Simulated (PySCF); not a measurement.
# First hyperpolarisability: `n1cccc2cccc-2c1`, C9H7N

Geometry:
```tsv
atom	x (Å)	y (Å)	z (Å)
C1	-2.012	-1.030	-0.158
C2	-2.500	0.282	-0.128
N3	-1.899	1.465	-0.083
C4	-0.591	1.679	-0.053
C5	0.492	0.799	-0.059
C6	1.845	1.170	-0.024
C7	2.624	0.002	-0.043
C8	1.791	-1.126	-0.091
C9	0.458	-0.686	-0.103
C10	-0.687	-1.469	-0.147
H11	-2.783	-1.805	-0.195
H12	-3.597	0.358	-0.146
H13	-0.317	2.744	-0.017
H14	2.216	2.194	0.013
H15	3.715	-0.025	-0.024
H16	2.111	-2.168	-0.116
H17	-0.530	-2.553	-0.175
```

Method used: PySCF, quadratic response CAM-B3LYP/aug-cc-pVDZ first hyperpolarisability, Taylor convention, gas phase. Geometry: PBE0-D3(BJ)/def2-SVP.

(1) Give β for the processes computed.

Answers

(1) In au, Taylor convention; the vector part is βᵢ = ⅓ Σⱼ (βᵢⱼⱼ + βⱼᵢⱼ + βⱼⱼᵢ); β∥ is 3/5 of the vector part along the dipole, the dipole points from − to +:
```
                   process  λ (nm)  β vector norm   β∥  β HRS  depolarisation ratio
           static β(0;0,0)       ∞          294.4  6.2  133.9                  3.84
second harmonic β(−2ω;ω,ω)    1907          325.4  7.2  148.1                  3.90
         Pockels β(−ω;ω,0)    1907          304.1  6.5      –                     –
         Pockels β(−ω;ω,0)    1064          327.9  7.4      –                     –
```

Second harmonics within 0.3 eV of the first excitation or beyond it are left out.

**Question.** Which lowest excitations, dipole and polarisabilities go with it?

**Answer.** S1 2.58 eV (f = 0.006); S2 3.77 eV (f = 0.004); S3 3.77 eV (f = 0.000); dipole 1.81 D; isotropic α 124.5 au static, 125.4 au at 1907 nm, 127.4 au at 1064 nm, 128.2 au at 953.5 nm.
